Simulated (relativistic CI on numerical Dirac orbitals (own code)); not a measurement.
**Ta⁴⁺: O2,3 absorption edge**

Computed with this model: Dirac-Coulomb-Breit CI, KLI orbitals optimised for each configuration, model QED, multiplet model of core-to-valence dipole absorption, unscaled Slater integrals; configurations [Xe] 4f14 5d → [Kr] 4d10 4f14 5s2 5p5 5d2; 10 K; Lorentzian 1 eV and Gaussian 0.3 eV FWHM. Energies are those of the free ion, without screening or charge transfer. The branching ratio is the share of the lower-energy edge in the whole absorption, uncertain by about 0.02 where the edges overlap. S is read from ⟨S²⟩ = S(S + 1).

free ion: ground-state S = 0.50, centroid 48.94 eV. Peaks (eV, height): 40.5 (31), 42.8 (21), 47.0 (69), 49.8 (15), 53.8 (100).

Strongest unbroadened transitions for free ion:

```csv
Energy (eV),Relative strength
36.03,0.2
36.49,1.0
38.12,1.3
38.16,1.0
38.26,0.2
40.37,10.3
40.60,20.2
41.35,1.1
42.48,9.8
42.91,10.9
43.07,1.0
46.03,0.4
47.04,66.1
47.97,18.1
49.86,9.3
52.33,29.5
53.31,2.3
53.67,100.0
```
